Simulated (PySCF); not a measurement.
A small calculation by hand: oscillator strength and radiative lifetime

tert-butylarsine (C₄H₁₁As), SMILES CC(C)(C)[AsH2].

Coordinates come from a PBE-D3(BJ)/def2-SVP optimisation.

TDA-B3LYP/def2-SVPD (PySCF) puts the first singlet state with f over 0.02 at 5.95 eV (vertical), with the transition dipole (0.092, -0.508, 0.000) in atomic units.

Find the oscillator strength, the wavelength and the radiative lifetime that this transition would have in vacuum if emission retraced absorption.


|μ|² = 0.2665 au, so |μ| = 1.31 D. ΔE = 5.95/27.211 = 0.2187 hartree. f = (2/3) ΔE |μ|² = 0.039 (the program prints 0.039).
λ = 1239.84/5.95 = 208 nm; ν = 47990 cm⁻¹.
Einstein's coefficient A = 0.6670 ν² f s⁻¹ (ν in cm⁻¹) = 6.0e7 s⁻¹, so τ = 1/A = 17 ns. This state is S1. The figure is the radiative limit of this one transition; relaxation, internal conversion, crossing to triplets and a medium change what is measured.
